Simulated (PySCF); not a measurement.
## Peak assignment

Numbering as in the mapped SMILES `[CH3:1][C:2]#[C:3][C:4]#[C:5]/[CH:6]=[CH:7]\[CH2:8][SiH3:9]`. Each H is labelled by its parent atom.

- GFN2-xTB geometry
- shielding tensors at PBE0/pcSseg-1 (GIAO)
- program: PySCF 2.14
- relativity neglected, fast rotation and ring inversion assumed for equivalent nuclei, isolated molecule, a single conformation

Chemical shifts δ = σref − σ; ¹³C, ¹H vs TMS, all at this level.

**Question.** Assign these signals to the numbered atoms. ¹³C{¹H} NMR (computed): δ 155.2 (CH), 112.8 (CH), 93.7 (C), 90.9 (C), 75.1 (C), 72.1 (C), 18.3 (CH2), 6.3 (CH3).

**Answer.** 
| δ (ppm) | atoms | environment | reason |
| --- | --- | --- | --- |
| 155.2 | C7 | alkene CH | the olefinic region |
| 112.8 | C6 | alkene CH | – |
| 93.7 | C4 | alkyne carbon | the triple bond shields along its axis, which puts it between sp3 and sp2 carbons |
| 90.9 | C2 | alkyne carbon | – |
| 75.1 | C5 | alkyne carbon | – |
| 72.1 | C3 | alkyne carbon | – |
| 18.3 | C8 | allylic sp3 CH2 bonded to Si | – |
| 6.3 | C1 | propargylic methyl carbon | a saturated carbon with 1 carbon neighbour and no heteroatom attached |

**Question.** Assign these signals to the numbered atoms. ¹H NMR (500 MHz, computed): δ 6.52 (m, 1H), 5.64 (d, 1H), 3.87 (t, 3H), 2.27 (m, 2H), 2.27 (s, 3H).

**Answer.** 
6.52 → H(C7), hydrogen on an alkene CH: olefinic region
5.64 → H(C6), hydrogen on an alkene CH
3.87 → H(Si9), hydrogen on a silicon bonded to C
2.27 → H(C8), hydrogen on an allylic sp3 CH2 bonded to Si: allylic position
2.27 → H(C1), hydrogen on a propargylic methyl carbon

H(C8) and H(C1) lie closer than the usual error of such a calculation, so a measured spectrum could show them in the other order.

Shifts are as computed. Against solution values, carbons near 30 ppm lie about +3 ppm off and those near 130 ppm about +5 ppm. Of 1211 compounds with measured shifts, 218 miss one by over three times the rms of a fit or turn the order of signals round; such compounds aren't used in these exercises. No couplings were computed; multiplicities are counted from neighbouring protons, with m where these are inequivalent, close in shift, in a saturated or five-membered ring or joined by F or P, and br s for small geminal =CH2 splittings.
